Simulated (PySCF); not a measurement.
**NMR data sheet: C3H10B3N3**

```
Formula                               : C3H10B3N3
SMILES                                : C=CCN1BNBNB1
InChI                                 : InChI=1S/C3H10B3N3/c1-2-3-9-5-7-4-8-6-9/h2,4-8H,1,3H2
Point group of the computed structure : C1
Carbon signals                        : 3
Proton signals                        : 7
```

Numbering as in the mapped SMILES `[CH2:1]=[CH:2][CH2:3][N:4]1[BH:5][NH:6][BH:7][NH:8][BH:9]1`; H(Xn) means a hydrogen on atom n. Ha(C1) is cis to C3; Hb(C1) is trans to C3.

Calculated, not measured (PySCF 2.14): σ from GIAO-PBE0/pcSseg-1, PBE0-D3(BJ)/def2-SVP structure. One conformer, relativity neglected, fast rotation and ring inversion assumed for equivalent nuclei, no solvent model.

Referencing at the same level of theory: TMS for 1H, 13C; BF3·OEt2 for 11B; NH3 for 15N.

| carbon | δC, type | δH (multiplicity) | HMBC from (2–3 bonds) | span of the C tensor (ppm) |
| --- | --- | --- | --- | --- |
| C1 | 121.1, CH2 | Hb(C1) 5.44 (m); Ha(C1) 5.02 (m) | H(C2), H(C3) | 226 |
| C2 | 150.4, CH | 6.26 (m) | Hb(C1), Ha(C1), H(C3) | 235 |
| C3 | 56.8, CH2 | 4.01 (d) | H(C2), Hb(C1), Ha(C1), H(B5)/H(B9) | 48 |

Other nuclei:
```csv
atoms,nucleus,environment,δ (ppm),σ (ppm)
H(N6)/H(N8),1H,"hydrogen on a nitrogen bonded to 2 B, in a 6-membered ring",5.69,25.58
H(B7),1H,"hydrogen on a boron bonded to 2 N, in a 6-membered ring",4.79,26.48
H(B5)/H(B9),1H,"hydrogen on a boron bonded to 2 N, in a 6-membered ring",4.67,26.59
B5/B9,11B,"boron bonded to 2 N, H, in a 6-membered ring",30.1,70.6
B7,11B,"boron bonded to 2 N, H, in a 6-membered ring",27.2,73.5
N4,15N,"nitrogen bonded to C, 2 B, in a 6-membered ring",152.7,113.0
N6/N8,15N,"nitrogen bonded to 2 B, H, in a 6-membered ring",145.3,120.4
```

δC 150.4: alkene CH; as expected for a trigonal carbon in a double bond. δC 121.1: terminal =CH2 carbon; the olefinic region. δC 56.8: allylic sp3 CH2 bonded to N; deshielded by the electronegative neighbour. δH 5.44, 5.02: hydrogen on a terminal =CH2 carbon; attached to an sp2 carbon and in the plane of the double bond. δH 4.01: hydrogen on an allylic sp3 CH2 bonded to N; its carbon carries N, hence the downfield position.

Exchangeable OH/NH protons stand at their gas-phase positions; hydrogen bonding in a real sample shifts them, mostly to higher δ. Hydrogens on boron are broadened and split by 11B (spin 3/2, 80 %) and 10B (spin 3). Shifts are as computed. Against solution values, carbons near 30 ppm lie about +2 ppm off and those near 130 ppm about +5 ppm. Of 1211 compounds with measured shifts, 218 miss one by over three times the rms of a fit or turn the order of signals round; such compounds aren't used in these exercises. Experimental scales use liquid or dissolved standards, which lie at an offset from isolated NH3 (liquid NH3: subtract about 20 ppm). Unscaled 15N shifts of sp2 nitrogen come out 20 to 40 ppm too high even then. Multiplicities follow the n + 1 count of equivalent neighbours, as no J values were calculated; m marks all less simple cases, F and P coupling included.
